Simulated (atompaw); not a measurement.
# u(r) = r·R(r): atom against pseudo-atom (lithium)

Columns: radius, all-electron u(r) and pseudo u(r) of the 2p shell (level -1.13 eV) of lithium in the configuration 1s2 2s1 2p0; LDA (PW92), non-relativistic, PAW (atompaw) scheme, atompaw 4.2.0.5.

```tsv
r (bohr)	all-electron	pseudo
0.115	0.0054	0.0020
0.231	0.0185	0.0081
0.346	0.0361	0.0179
0.462	0.0566	0.0314
0.577	0.0783	0.0479
0.692	0.1007	0.0671
0.808	0.1233	0.0887
0.923	0.1455	0.1117
1.038	0.1672	0.1358
1.154	0.1884	0.1605
1.269	0.2087	0.1851
1.385	0.2283	0.2094
1.500	0.2470	0.2326
1.615	0.2648	0.2546
1.731	0.2819	0.2754
1.846	0.2980	0.2944
1.962	0.3134	0.3119
2.077	0.3277	0.3276
2.192	0.3411	0.3417
2.308	0.3536	0.3545
2.423	0.3650	0.3659
2.538	0.3755	0.3761
2.654	0.3850	0.3854
2.769	0.3935	0.3936
2.885	0.4011	0.4011
3.000	0.4077	0.4077
```

Task: How many radial nodes do the two functions have?

Result: The all-electron 2p function has n − l − 1 = 0; the pseudo-wave has 0.

Task: Is the pseudo-wave norm-conserving?

Result: No, it belongs to a PAW set: the norm inside the radius is not constrained, and the difference is carried by the augmentation charge.
